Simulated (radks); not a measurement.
All-electron atom: the mercury ion Hg+ in [Xe] 4f14 5d10 6s1. Calculated with a radial shooting solver on a logarithmic mesh with Libxc functionals: Dirac Kohn-Sham, PBE, spin-unpolarised, spherical densities, point nucleus.

Unscreened Slater integrals over Kohn-Sham orbitals (eV). Large and small components are both included.

integral           value
F0(6s1/2,6s1/2)   9.7717
F0(6s1/2,5d5/2)   11.556
G2(6s1/2,5d5/2)   2.8264
F0(6s1/2,5d3/2)   11.651
G2(6s1/2,5d3/2)   2.5806
F0(6s1/2,5p3/2)   12.166
G1(6s1/2,5p3/2)  0.94618
F0(5d5/2,5d5/2)   16.503
F2(5d5/2,5d5/2)   8.4520
F4(5d5/2,5d5/2)   5.5661
F0(5d5/2,5d3/2)   16.835
F2(5d5/2,5d3/2)   8.6265
G2(5d5/2,5d3/2)   8.6131
G4(5d5/2,5d3/2)   5.6793
F0(5d5/2,5p3/2)   18.927
F2(5d5/2,5p3/2)   9.3102
G1(5d5/2,5p3/2)   11.263
G3(5d5/2,5p3/2)   6.9524
F0(5d3/2,5d3/2)   17.190
F2(5d3/2,5d3/2)   8.8310
F0(5d3/2,5p3/2)   19.440
F2(5d3/2,5p3/2)   9.7295
G1(5d3/2,5p3/2)   11.981
G3(5d3/2,5p3/2)   7.4003
F0(5p3/2,5p3/2)   22.894
F2(5p3/2,5p3/2)   12.318
